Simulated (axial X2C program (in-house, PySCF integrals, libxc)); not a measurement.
What spin–orbit coupling does to LiAu

Calculated with an axial X2C code built on PySCF integrals. Spin-free means the one-electron spin-free X2C Hamiltonian; two-component (2c) means X2C with spin–orbit coupling and atomic mean-field two-electron Coulomb and Gaunt terms, so the difference of the two also holds small scalar two-electron terms. Basis: Au dyall-cv3z [13s14p9d6f4g], Li dyall-cv3z [7s8p2d] (cores contracted in-house); Gaussian nuclei, density fitting, unrestricted open shells. Masses: Au 196.967 u, Li 7.016 u.

Spin-free state: M_S = 0, Λ = 0 (closed shell); fragments Au + Li.

```
  level  Re (Å)  ωe (cm⁻¹)  De (eV)  μ (D)
   PBE0   2.272      465.6    2.712   5.79
     HF   2.369      408.6    1.267   5.31
    MP2   2.257      493.1    3.003    n/a
   CCSD   2.294      460.5    2.810    n/a
CCSD(T)   2.290      466.4    2.970    n/a
 PBEsol   2.250      478.1    3.173   5.88
```

Correlated methods: 12 electrons correlated (number of frozen shells: Au 5 s, 4 p, 2 d, 1 f; Li 1 s), 262 virtual spin orbitals or spinors in MP2, 88 natural virtuals in coupled cluster.

Dipoles are positive if Li is the positive end.

Two-component determinant lowest at the distance of the search:

Ω = 0 (closed shell); fragments Au + Li.

| level | Re (Å) | ωe (cm⁻¹) | De (eV) | μ (D) |
| --- | --- | --- | --- | --- |
| PBE0 | 2.272 | 466.2 | 2.732 | 5.78 |
| HF | 2.367 | 410.7 | 1.290 | 5.32 |
| MP2 | 2.257 | 493.5 | 3.027 | n/a |
| CCSD | 2.293 | 461.3 | 2.837 | n/a |
| CCSD(T) | 2.289 | 466.9 | 2.990 | n/a |
| PBEsol | 2.251 | 478.0 | 3.190 | 5.86 |

**Question.** From the two tables, how do the constants change at the CCSD(T) level (2c against spin-free)?

**Answer.** At the CCSD(T) level Re falls by 0.001 Å and ωe increases by 0.5 cm⁻¹; De changes by 0.020 eV.

The state is one determinant whose occupation by symmetry is held fixed; it was picked as the lowest of a PBE0 search that is not exhaustive. The closed shell is kept restricted, so the energy runs too high when the bond is stretched far. De is counted from the lowest determinant-based energies of the atoms at the same level, without counterpoise correction. Coupled cluster ran in a truncated set of natural virtual spinors; the MP2 energy of the rest was added. (T) has no such correction and the atoms are truncated less, which lowers De at CCSD(T) by a hundredth of an eV or more. The T1 diagnostic is large, a sign of multireference character.
